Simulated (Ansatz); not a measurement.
`CC[SiH2][SiH3]` + NH₃ → `CC[SiH2]N` + SiH₄ at 298.15 K and 1 bar (cleavage of the Si–Si bond).

Program: Ansatz. Geometries: PBE0-D4/def2-TZVP. ΔE: electronic, gas phase. CCSD(T)/CBS adds triple-zeta CCSD(T) − MP2 to the extrapolated MP2 energy (def2 sets, frozen cores). This one scheme is used for every species. Each species was taken in one conformer, which may not be the lowest.

| species | CCSD(T)/CBS energy (Eh) | H − E (kJ/mol) | S (J/(mol·K)) |
| --- | --- | --- | --- |
| `CC[SiH2][SiH3]` | -660.27614 | 304.2 | 361.6 |
| NH₃ | -56.50880 | 100.5 | 192.4 |
| `CC[SiH2]N` | -425.33899 | 305.3 | 336.4 |
| SiH₄ | -291.46306 | 92.1 | 204.8 |

H − E and S are ideal-gas, rigid-rotor, harmonic terms from PBE0-D4/def2-TZVP, for one conformer and one mirror image of each species. 1 Eh = 2625.50 kJ/mol, R = 8.31446 J/(mol·K).

**Question.** By hand: ΔE, ΔH, ΔS and ΔG.

**Answer.** ΔE = (-425.33899) + (-291.46306) − (-660.27614) − (-56.50880) = -0.01711 Eh = -44.9 kJ/mol. Δ(H − E) = 305.3 + 92.1 − 304.2 − 100.5 = -7.3, so ΔH = -52.2 kJ/mol. ΔS = 336.4 + 204.8 − 361.6 − 192.4 = -12.8 J/(mol·K). ΔG = -52.2 − 298.15 × (-12.8)/1000 = -48.4 kJ/mol.

**Question.** By hand: the equilibrium constant, and the temperature at which ΔG would vanish if ΔH and ΔS stayed fixed.

**Answer.** log₁₀ K = −ΔG/(RT ln 10) = 8.5. ΔG = 0 at ΔH/ΔS = 4078 K, far beyond where these terms or the molecules hold.

The number of gas molecules stays the same, so ΔS is small and ΔH decides. A doubt of 5 kJ/mol in ΔE shifts log₁₀ K by 0.9 here. Other conformers and mirror images would add mixing entropy, several J/(mol·K) or more a flexible species. Modes under 60 cm⁻¹, often nearly free rotors, make the harmonic entropy too high. These are equilibria of isolated gas molecules and say nothing of rates. Largest T1 diagnostic: 0.011 (customary marks: 0.02 for closed shells, 0.045 for open ones).
